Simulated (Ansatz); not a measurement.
trans-NiH2(NH3)2 (NiN₂H₈), relaxed as a singlet with RKS B3LYP-D4/def2-SVP in Ansatz, starting from the GFN2-xTB geometry. Force threshold 0.02 eV/Å.

Start:

```csv
atom,x (Å),y (Å),z (Å)
Ni1,0.001,0.003,0.003
H2,0.354,0.949,1.178
N3,-1.261,-0.917,1.132
H4,-1.994,-1.394,0.613
H5,-1.690,-0.302,1.820
H6,-0.707,-1.616,1.628
H7,-0.353,-0.945,-1.174
N8,1.261,0.920,-1.130
H9,0.696,1.563,-1.686
H10,1.736,0.281,-1.764
H11,1.957,1.458,-0.619
```

(1) Estimate the energy that the relaxation releases and the steps that it takes.

(2) Does the start keep its bonding and symmetry?

(3) Predict the relaxed structure.

Answers

(1) 0.02 eV, in 12 steps; 25 s on 2 threads of Intel Xeon 6975P-C on a shared host. The force fell under the threshold at step 4, but the optimiser went on and released 0.004 eV more. No frequencies were taken in this run, so the end may be a saddle point.

(2) By distances, no bond broke or formed. The bond that changes most is Ni1–H2, from 1.55 to 1.56 Å (atoms count from 1).

(3) 
```tsv
atom	x (Å)	y (Å)	z (Å)
Ni1	-0.002	0.002	0.000
H2	0.565	0.706	1.275
N3	-1.242	-0.935	1.129
H4	-1.888	-1.542	0.625
H5	-1.786	-0.266	1.678
H6	-0.726	-1.504	1.804
H7	-0.564	-0.707	-1.275
N8	1.239	0.938	-1.129
H9	0.730	1.449	-1.854
H10	1.832	0.264	-1.620
H11	1.842	1.594	-0.633
```
Bond lengths: 2 × N–Ni 1.92 Å; 6 × H–N 1.02 Å; 2 × H–Ni 1.56 Å.
